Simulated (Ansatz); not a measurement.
A nudged elastic band was laid between two geometries of C₅H₈OS (15 atoms, charge 0, multiplicity 1).

All numbers below come from Ansatz 0.2.0, RKS PBE-D4/6-31G*.

```json
{"movable images": "7", "climbing image": "yes", "spring": "5.0 eV/Å²", "optimiser": "quadratic models (default)", "start path": "IDPP", "force threshold": "0.03 eV/Å", "iteration limit": "60", "end points": "relaxed"}
```

Image 0:

```xyz
15
Properties=species:S:1:pos:R:3
C -0.622 -2.457 0.122
C 0.035 -1.117 0.172
C 0.200 -0.308 1.236
O 0.881 0.879 1.061
C 0.926 1.215 -0.339
C -0.202 2.176 -0.687
S 0.787 -0.394 -1.284
H 0.073 -3.234 -0.245
H -1.499 -2.460 -0.551
H -0.962 -2.754 1.128
H -0.109 -0.496 2.266
H 1.918 1.654 -0.534
H -1.177 1.701 -0.490
H -0.155 2.454 -1.752
H -0.117 3.091 -0.074
```

Image 8:

```xyz
15
Properties=species:S:1:pos:R:3
C -0.444 -2.471 -0.372
C 0.090 -1.126 0.000
C 0.014 -0.499 1.189
O 0.622 0.731 1.324
C 0.874 1.297 0.024
C -0.250 2.249 -0.363
S 1.015 -0.136 -1.170
H 0.361 -3.142 -0.724
H -1.192 -2.405 -1.184
H -0.925 -2.946 0.499
H -0.448 -0.871 2.106
H 1.848 1.809 0.078
H -0.337 3.052 0.390
H -1.205 1.703 -0.420
H -0.045 2.703 -1.347
```

Question: Which bonds break or form, and what moves?

Answer: No bond is made or broken. The dihedral S7–C5–C6–H15 goes from 177 to -63°. The two ends are copies of one structure, up to a mirror image or an exchange of like atoms.

Question: What energy profile does the band end with?

Answer: It converged. The highest image is number 4 of 0 to 8, 3.9 kcal/mol above the ends, which have the same energy within 2 meV. A vibrational analysis at the climbing image gives one clearly imaginary mode, 248i cm⁻¹: a first-order saddle point.

```json
{"image": "0", "path coordinate (Å)": "0.00", "energy (kcal/mol)": "0.0", "dihedral S7–C5–C6–H15 (°)": "177"}
{"image": "1", "path coordinate (Å)": "0.46", "energy (kcal/mol)": "0.6", "dihedral S7–C5–C6–H15 (°)": "-169"}
{"image": "2", "path coordinate (Å)": "0.91", "energy (kcal/mol)": "2.0", "dihedral S7–C5–C6–H15 (°)": "-154"}
{"image": "3", "path coordinate (Å)": "1.37", "energy (kcal/mol)": "3.4", "dihedral S7–C5–C6–H15 (°)": "-139"}
{"image": "4", "path coordinate (Å)": "1.82", "energy (kcal/mol)": "3.9", "dihedral S7–C5–C6–H15 (°)": "-123"}
{"image": "5", "path coordinate (Å)": "2.28", "energy (kcal/mol)": "3.4", "dihedral S7–C5–C6–H15 (°)": "-108"}
{"image": "6", "path coordinate (Å)": "2.74", "energy (kcal/mol)": "2.0", "dihedral S7–C5–C6–H15 (°)": "-92"}
{"image": "7", "path coordinate (Å)": "3.21", "energy (kcal/mol)": "0.6", "dihedral S7–C5–C6–H15 (°)": "-77"}
{"image": "8", "path coordinate (Å)": "3.67", "energy (kcal/mol)": "0.0", "dihedral S7–C5–C6–H15 (°)": "-63"}
```

Question: What is the geometry of the highest image?

Answer: 
```xyz
15
Properties=species:S:1:pos:R:3
C -0.404 -2.523 -0.319
C 0.090 -1.154 0.016
C 0.016 -0.504 1.194
O 0.579 0.749 1.293
C 0.831 1.298 -0.017
C -0.265 2.310 -0.408
S 0.953 -0.156 -1.192
H 0.417 -3.173 -0.673
H -1.169 -2.500 -1.116
H -0.850 -2.996 0.572
H -0.411 -0.872 2.128
H 1.822 1.775 0.033
H -1.017 2.351 0.397
H -0.769 2.023 -1.344
H 0.156 3.321 -0.534
```

Question: What are the harmonic wavenumbers there?

Answer: 248i, 65, 182, 245, 269, 332, 405, 456, 523, 606, 634, 734, 748, 837, 985, 1006, 1029, 1038, 1067, 1104, 1168, 1235, 1272, 1327, 1378, 1394, 1452, 1466, 1471, 1477, 1678, 2971, 3000, 3025, 3042, 3065, 3082, 3093, 3181 cm⁻¹.

The band took 6 iterations and about 4 core-minutes.

Run time: 2 min on 2 threads of Intel(R) Xeon(R) Platinum 8488C (Sapphire Rapids), with other jobs on the host, peak memory 0.2 GiB.
